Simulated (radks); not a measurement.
Q: The table gives one normalised radial function P(r) = r R(r) of Pr31+ in [Ar] 3d10 (r in bohr). All-electron calculation, scalar-relativistic Kohn-Sham, BLYP, spin-polarised, spherical densities, point nucleus. Program: a radial shooting solver on a logarithmic mesh with Libxc functionals.

r,P
0.002048,0.0294
0.002562,0.0432
0.003179,0.0628
0.003977,0.0923
0.004936,0.1335
0.006176,0.1949
0.007665,0.2790
0.009589,0.4013
0.0119,0.5635
0.01489,0.7894
0.01848,1.0728
0.02312,1.4389
0.02869,1.8544
0.0359,2.3219
0.04455,2.7553
0.05574,3.1027
0.06917,3.2447
0.08654,3.1089
0.1083,2.6646
0.1344,2.0177
0.1681,1.2835
0.2086,0.6840
0.261,0.2787
0.324,0.0878
0.4053,0.0183
0.503,0.0026
0.6293,0.0002
0.781,0.0000

Which n and l does it have? It may be an empty orbital.

A: n = 2, l = 1: the number of nodes gives n - l - 1 = 0, the rise at small r (about r^(l+1), flatter next to the nucleus through relativity) gives l, and the extent must fit the shell. The curve is that of 2p. 2p: eigenvalue -7154.3 eV, 0 radial nodes, <r> = 0.0903 bohr, 90 % of the charge inside 0.147 bohr.
